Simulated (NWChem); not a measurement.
System: C3H8S; SMILES CC(C)S

Input file for NWChem:

```
start job
memory heap 200 mb stack 900 mb global 1100 mb
geometry units angstroms
  C      0.081611     1.600249    -0.630042
  C     -0.385355     0.449746     0.245558
  C     -1.700263    -0.145638    -0.228699
  S      0.910249    -0.852560     0.332572
  H     -0.645610     2.409562    -0.598837
  H      0.190986     1.273453    -1.663015
  H      1.039955     1.980315    -0.284033
  H     -0.475344     0.780185     1.283470
  H     -1.612614    -0.493721    -1.256779
  H     -1.988024    -0.986510     0.397977
  H     -2.485889     0.606449    -0.184340
  H      0.899253    -1.140222    -0.967619
end
basis spherical
  * library def2-svp
end
dft
  xc pbe0
  iterations 150
end
driver
  maxiter 120
end
task dft optimize
task dft freq
```

Excerpt of the output:

```
             Northwest Computational Chemistry Package (NWChem) 7.3.0
             --------------------------------------------------------

 CS  symmetry detected

                             Geometry "geometry" -> ""
                             -------------------------

 Output coordinates in angstroms (scale by  1.889725989 to convert to a.u.)

  No.       Tag          Charge          X              Y              Z
 ---- ---------------- ---------- -------------- -------------- --------------
    1 C                    6.0000    -0.11024450     1.07530690     1.26335591
    2 C                    6.0000     0.41493952     0.41462474     0.00000000
    3 C                    6.0000    -0.11024450     1.07530690    -1.26335591
    4 S                   16.0000     0.00547413    -1.37827798     0.00000000
    5 H                    1.0000     0.21914472     2.11193567     1.30476541
    6 H                    1.0000    -1.19893345     1.05766437     1.27875961
    7 H                    1.0000     0.25674173     0.55824204     2.14684915
    8 H                    1.0000     1.50788215     0.41969347     0.00000000
    9 H                    1.0000    -1.19893345     1.05766437    -1.27875961
   10 H                    1.0000     0.25674173     0.55824204    -2.14684915
   11 H                    1.0000     0.21914472     2.11193567    -1.30476541
   12 H                    1.0000    -1.31607733    -1.21436116     0.00000000

 Effective nuclear repulsion energy (a.u.)     170.7427829070

      Symmetry information
      --------------------

 Group name             Cs
 Group number              2
 Group order               2
 No. of unique centers     8

                                Z-matrix (autoz)
                                --------

 Units are Angstrom for bonds and degrees for angles

[...]

      ----------------------
      Optimization converged
      ----------------------

  Step       Energy      Delta E   Gmax     Grms     Xrms     Xmax
  ---- ---------------- -------- -------- -------- -------- --------
@    4    -516.83074431 -2.0D-06  0.00016  0.00004  0.00078  0.00178
                                     ok       ok       ok       ok

                                Z-matrix (autoz)
                                --------

 Units are Angstrom for bonds and degrees for angles

[...]

 Rotational Constants
 --------------------
 A=   0.263091 cm-1  (  0.378521 K)
 B=   0.146832 cm-1  (  0.211253 K)
 C=   0.105117 cm-1  (  0.151236 K)

 Temperature                      =   298.15K
 frequency scaling parameter      =   1.0000

 Zero-Point correction to Energy  =   64.713 kcal/mol  (  0.103127 au)
 Thermal correction to Energy     =   68.372 kcal/mol  (  0.108959 au)
 Thermal correction to Enthalpy   =   68.965 kcal/mol  (  0.109902 au)

 Total Entropy                    =   74.276 cal/mol-K
   - Translational                =   38.884 cal/mol-K (mol. weight =  76.0347)
   - Rotational                   =   25.477 cal/mol-K (symmetry #  =        1)
   - Vibrational                  =    9.915 cal/mol-K

 Cv (constant volume heat capacity) =   20.365 cal/mol-K
   - Translational                  =    2.979 cal/mol-K
   - Rotational                     =    2.979 cal/mol-K
   - Vibrational                    =   14.406 cal/mol-K

[normal modes left out]

 ----------------------------------------------------------------------------
 Normal Eigenvalue ||           Projected Infra Red Intensities
  Mode   [cm**-1]  || [atomic units] [(debye/angs)**2] [(KM/mol)] [arbitrary]
 ------ ---------- || -------------- ----------------- ---------- -----------
    1       -0.000 ||    0.000481           0.011         0.469       0.741
    2       -0.000 ||    0.000540           0.012         0.527       0.832
    3        0.000 ||    0.000010           0.000         0.009       0.015
    4        0.000 ||    0.000170           0.004         0.166       0.262
    5        0.000 ||    0.000287           0.007         0.279       0.442
    6        0.000 ||    0.000335           0.008         0.327       0.517
    7      216.482 ||    0.017951           0.414        17.500      27.660
    8      248.223 ||    0.000420           0.010         0.409       0.647
    9      271.648 ||    0.000096           0.002         0.093       0.147
   10      334.487 ||    0.004856           0.112         4.734       7.482
   11      339.956 ||    0.000216           0.005         0.210       0.333
   12      409.203 ||    0.000381           0.009         0.371       0.586
   13      633.946 ||    0.003975           0.092         3.875       6.124
   14      866.632 ||    0.008826           0.204         8.604      13.600
   15      919.004 ||    0.001096           0.025         1.068       1.689
   16      927.048 ||    0.001645           0.038         1.603       2.535
   17      955.224 ||    0.000005           0.000         0.005       0.008
   18     1106.611 ||    0.021848           0.504        21.298      33.665
   19     1152.919 ||    0.001246           0.029         1.214       1.919
   20     1186.090 ||    0.003450           0.080         3.363       5.316
   21     1289.170 ||    0.012599           0.291        12.282      19.414
   22     1324.816 ||    0.000378           0.009         0.369       0.583
   23     1386.137 ||    0.012167           0.281        11.861      18.748
   24     1397.891 ||    0.004130           0.095         4.026       6.364
   25     1452.217 ||    0.000307           0.007         0.299       0.473
   26     1457.113 ||    0.003702           0.085         3.609       5.705
   27     1466.530 ||    0.015168           0.350        14.786      23.371
   28     1474.284 ||    0.006689           0.154         6.521      10.308
   29     2699.317 ||    0.005738           0.132         5.593       8.841
   30     3045.189 ||    0.015180           0.350        14.799      23.391
   31     3048.564 ||    0.024579           0.567        23.961      37.873
   32     3077.777 ||    0.003998           0.092         3.897       6.160
   33     3132.411 ||    0.000136           0.003         0.133       0.210
   34     3137.412 ||    0.040638           0.938        39.616      62.619
   35     3165.859 ||    0.007542           0.174         7.353      11.622
   36     3166.945 ||    0.012847           0.296        12.523      19.795
 ----------------------------------------------------------------------------
```

Level: PBE0/def2-SVP.
